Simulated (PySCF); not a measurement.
Spin states of NaBe⁺

Unrestricted PBE0; PySCF, no relativity, basis sets Na cc-pVDZ, Be cc-pVDZ. Outer shells of the fragments: Na+ closed shells only; Be 2s2.

Followed along the bond (rough minima from three points):

```json
{"2Ms+1": "1", "unpaired": "none", "⟨S²⟩ at the start": "0.00", "R at minimum (Å)": "2.96", "Te (eV)": "0.00"}
{"2Ms+1": "3", "unpaired": "σ ↑↑", "⟨S²⟩ at the start": "2.00", "R at minimum (Å)": "none in the scan", "Te (eV)": "≤ 2.02"}
```

Solutions found at the starting distance of 2.635 Å, counted from the lowest of them; the search is not exhaustive and high or unbound solutions are not listed, so other states can lie among these:

```json
{"2Ms+1": "1", "unpaired": "none", "term": "¹Σ⁺", "E (eV)": "0.00", "⟨S²⟩": "0.00", "⟨Lz²⟩": "0.00", "μ (D)": "-0.21"}
{"2Ms+1": "3", "unpaired": "σ ↑↑", "term": "³Σ⁺", "E (eV)": "2.26", "⟨S²⟩": "2.00", "⟨Lz²⟩": "0.00", "μ (D)": "-1.70"}
{"2Ms+1": "3", "unpaired": "σ ↑, π ↑", "term": "³Π", "E (eV)": "2.67", "⟨S²⟩": "2.00", "⟨Lz²⟩": "1.00", "μ (D)": "-0.56"}
{"2Ms+1": "1", "unpaired": "σ ↑, π ↓", "term": "mixed", "E (eV)": "3.69", "⟨S²⟩": "1.00", "⟨Lz²⟩": "1.00", "μ (D)": "-0.25"}
```

A term symbol is given only where ⟨S²⟩ and ⟨Lz²⟩ are close to those of a pure state; real π, δ and φ orbitals otherwise mix terms. A positive dipole points towards Be; it is taken about the centre of mass and depends on that origin.

Counting both spins, an empty level lies below a filled one in some of these solutions, because spin and occupation are held.
